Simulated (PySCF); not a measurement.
Sn(Cl)2 cation (Cl2Sn), SMILES [Sn]([Cl])[Cl] (connectivity only; charge and spin as stated), charge +1, multiplicity 2. Atoms are numbered in the order given.

```xyz
3

Sn     0.0000     0.0000     0.4734
Cl     0.0000    -1.9857    -0.6962
Cl     0.0000     1.9857    -0.6962
```
Charge +1, spin multiplicity 2.

Geometry: B3LYP-D3(BJ)/def2-TZVP. The spin state was assumed, not searched. The isomer is the one that the SMILES or the coordinates give; other isomers of the formula were not compared. The def2 effective core potentials stand for the cores of Sn; spin–orbit coupling is left out.

Method: TDA-CAM-B3LYP/def2-SVPD (PySCF).

Vertical excitations. Gas-phase values at a fixed geometry.

Question: Estimate the UV-visible absorptions. (Estimate from the structure and the level; the computed values follow.)

Answer: 
```json
[
 {"state": "root 1", "energy (eV)": "1.80", "λ (nm)": "689", "f": "0.003", "main pairs": "β HOMO→LUMO 96 %"},
 {"state": "root 2", "energy (eV)": "1.87", "λ (nm)": "662", "f": "0.000", "main pairs": "β HOMO−1→LUMO 98 %"},
 {"state": "root 3", "energy (eV)": "2.34", "λ (nm)": "530", "f": "0.002", "main pairs": "β HOMO−3→LUMO 97 %"},
 {"state": "root 4", "energy (eV)": "2.39", "λ (nm)": "518", "f": "0.009", "main pairs": "β HOMO−2→LUMO 96 %"},
 {"state": "root 5", "energy (eV)": "3.53", "λ (nm)": "351", "f": "0.076", "main pairs": "α HOMO−2→LUMO 6 %, β HOMO−4→LUMO 86 %"},
 {"state": "root 6", "energy (eV)": "3.79", "λ (nm)": "327", "f": "0.020", "main pairs": "α HOMO→LUMO 97 %"},
 {"state": "root 7", "energy (eV)": "4.93", "λ (nm)": "251", "f": "0.003", "main pairs": "α HOMO−2→LUMO 56 %, β HOMO−1→LUMO+1 42 %"},
 {"state": "root 8", "energy (eV)": "4.94", "λ (nm)": "251", "f": "0.000", "main pairs": "α HOMO−1→LUMO 88 %, β HOMO→LUMO+1 11 %"},
 {"state": "root 9", "energy (eV)": "5.12", "λ (nm)": "242", "f": "0.000", "main pairs": "α HOMO−1→LUMO 11 %, β HOMO→LUMO+1 88 %"},
 {"state": "root 10", "energy (eV)": "5.25", "λ (nm)": "236", "f": "0.000", "main pairs": "α HOMO−3→LUMO 63 %, β HOMO−3→LUMO+1 33 %"}
]
```
Unrestricted roots are not spin-pure.
